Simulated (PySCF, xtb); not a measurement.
HSe, SMILES [SeH] (connectivity only; charge and spin as stated), charge -1, multiplicity 1.

GFN2-xTB in xtb 6.7.1 at its own geometry gives an orbital gap of 6.62 eV.

Geometry optimised at PBE0-D3(BJ)/def2-TZVPD. The spin state was assumed, not searched.

Question: What does HF/def2-TZVPD (PySCF) give? (The exact figures need the calculation; the answer reports its results.)

Answer: gap 7.83 eV (levels -2.50 and 5.33 eV).
